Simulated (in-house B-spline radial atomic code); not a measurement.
A fraction x of an electron is removed from 4s in neutral manganese, starting from [Ar] 3d5 4s2 and keeping the highest spin. Method: scalar-relativistic (X2C) OLYP, spin-polarised, spherical fractional occupations, Fermi nucleus of rms radius 3.7057 fm. Calculated with an all-electron radial atomic-structure program (B-spline basis).

```
   x  E(x) - E(0) (eV)  4s down level (eV)
   0            0.0000              -4.276
0.07            0.3127              -4.660
 0.2            0.9652              -5.380
0.31            1.5910              -5.999
0.39            2.0892              -6.457
 0.5            2.8347              -7.102
0.62            3.7314              -7.854
0.64            3.8898              -7.988
0.79            5.1708              -9.148
0.99            7.2157             -11.239
   1            7.3274                   -
```

The exact functional would give a straight line between the two integer points. Deviations E(x) - E(0) - x[E(1) - E(0)], in eV: -0.2 at x = 0.07, -0.5 at x = 0.2, -0.68 at x = 0.31, -0.768 at x = 0.39, -0.829 at x = 0.5, -0.812 at x = 0.62, -0.8 at x = 0.64, -0.618 at x = 0.79, -0.038 at x = 0.99.

The curve lies below the straight line by up to 0.829 eV (at x = 0.5): convex, the delocalisation error that favours fractional charges.

(1) How well does Slater's transition state (minus the level at half occupation) give the ionisation energy?

Answers

(1) It gives 7.102 eV against 7.327 eV from the two total energies; NIST lists 7.43 eV, ground level to ground level.
